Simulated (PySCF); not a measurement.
Isomers of C6H7F3Si.

All values: PBE0/def2-SVPD (PySCF) at PBE0-D3(BJ)/def2-SVP geometries, gas phase, one conformer each. Core orbitals are frozen in the response; Δα² is half the sum of the squared differences of the principal polarisabilities.

Question: Rank by polarisability anisotropy Δα, lowest first.
A. `CC1=C[SiH2]C(C(F)(F)F)=C1`
B. `[F:1][C:2]([F:3])([F:4])[CH2:5][C:6]1=[CH:7][CH:8]=[CH:9][SiH2:10]1` with C2–C5–C6–C7 139°
C. `[F:1][C:2]([F:3])([F:4])[CH2:5][C:6]1=[CH:7][SiH2:8][CH:9]=[CH:10]1` with C2–C5–C6–C7 -104°

Answer: B (5.70 Å³), A (6.18 Å³), C (6.41 Å³).

Question: Rank by dipole moment, lowest first.
A. `[F:1][C:2]([F:3])([F:4])[CH2:5][C:6]1=[CH:7][SiH2:8][CH:9]=[CH:10]1` with C2–C5–C6–C7 -104°
B. `[F:1][C:2]([F:3])([F:4])[CH2:5][C:6]1=[CH:7][CH:8]=[CH:9][SiH2:10]1` with C2–C5–C6–C7 139°
C. `CC1=C(C(F)(F)F)C=C[SiH2]1`
D. `C[Si@H]1C=CC(C(F)(F)F)=C1`
E. `CC1=C[SiH2]C(C(F)(F)F)=C1`

Answer: A (1.93 D), C (2.10 D), B (2.54 D), D (2.87 D), E (3.45 D).

All values together:

```json
{"SMILES": "FC(F)(F)CC1=CC=C[SiH2]1", "μ (D)": "2.54", "HOMO (eV)": "-6.93", "LUMO (eV)": "-1.79", "α (Å³)": "14.33", "Δα (Å³)": "5.70", "ΔSCF removal energy (eV)": "8.74"}
{"SMILES": "C[Si@H]1C=CC(C(F)(F)F)=C1", "μ (D)": "2.87", "HOMO (eV)": "-7.28", "LUMO (eV)": "-1.99", "α (Å³)": "14.21", "Δα (Å³)": "5.80", "ΔSCF removal energy (eV)": "9.12"}
{"SMILES": "CC1=C(C(F)(F)F)C=C[SiH2]1", "μ (D)": "2.10", "HOMO (eV)": "-7.09", "LUMO (eV)": "-1.96", "α (Å³)": "14.41", "Δα (Å³)": "5.85", "ΔSCF removal energy (eV)": "8.88"}
{"SMILES": "CC1=C[SiH2]C(C(F)(F)F)=C1", "μ (D)": "3.45", "HOMO (eV)": "-7.25", "LUMO (eV)": "-2.04", "α (Å³)": "14.47", "Δα (Å³)": "6.18", "ΔSCF removal energy (eV)": "9.02"}
{"SMILES": "FC(F)(F)CC1=C[SiH2]C=C1", "μ (D)": "1.93", "HOMO (eV)": "-7.06", "LUMO (eV)": "-1.81", "α (Å³)": "14.35", "Δα (Å³)": "6.41", "ΔSCF removal energy (eV)": "8.87"}
```

Conformers: `[F:1][C:2]([F:3])([F:4])[CH2:5][C:6]1=[CH:7][CH:8]=[CH:9][SiH2:10]1` with C2–C5–C6–C7 139°; `[F:1][C:2]([F:3])([F:4])[CH2:5][C:6]1=[CH:7][SiH2:8][CH:9]=[CH:10]1` with C2–C5–C6–C7 -104°.
